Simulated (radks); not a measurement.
Species: the cerium ion Ce42+. Configuration: [Ne] 3s2 3p4.

All-electron calculation, scalar-relativistic Kohn-Sham, PBE, spin-polarised, spherical densities, finite nucleus; open shells are filled with parallel spins first (spin-orbit coupling, left out, can overturn this in heavy ions); Fermi nuclear charge, rms radius 4.8771 fm. Program: a radial shooting solver on a logarithmic mesh with Libxc functionals.

Energy parts (hartree):
total: -7289.4209
kinetic: 7807.4025
electron-nucleus: -15928.4364
Hartree: 954.5526
exchange-correlation: -122.9396

Orbitals (lengths in bohr, moments of r in powers of bohr; <r^-3> diverges for s and p1/2; r(90%) holds 90 % of the orbital's charge):
orbital,occ.,eigenvalue (hartree),<r^2>,<r>,r(90%),<r^-3>
1s up,1,-1575.164,0.0008205,0.02457,0.0443,-
1s down,1,-1574.972,0.0008204,0.02457,0.0443,-
2s up,1,-328.6768,0.01273,0.1040,0.160,-
2s down,1,-328.5428,0.01272,0.1039,0.160,-
2p up,3,-304.8158,0.01009,0.09109,0.148,8157
2p down,3,-304.6191,0.01009,0.09108,0.148,8153
3s up,1,-127.7218,0.07315,0.2536,0.368,-
3s down,1,-127.1424,0.07333,0.2539,0.368,-
3p up,3,-120.3183,0.07014,0.2466,0.365,2077
3p down,1,-119.7360,0.07031,0.2469,0.365,2074

The highest occupied level is 3p down at -3258.2 eV. The spin density at the nucleus is -11.02 e/bohr^3 (1s -29.17, 2s 2.04, 3s 16.12). The density falls to 0.001 e/bohr^3 at r = 0.73 bohr. Spin moment in Bohr magnetons: 2. Summed over all electrons, <r^2> = 0.5148 bohr^2, which gives a Langevin (diamagnetic) susceptibility term of -0.408 x 10^-6 cm^3/mol. For comparison, the ionisation energy in NIST's Atomic Spectra Database is 3274 eV (theoretical). In exact Kohn-Sham theory the highest level is minus the ionisation energy, but local and semilocal functionals leave it too shallow, through self-interaction and a potential that decays too fast; potentials with the right tail come closer.
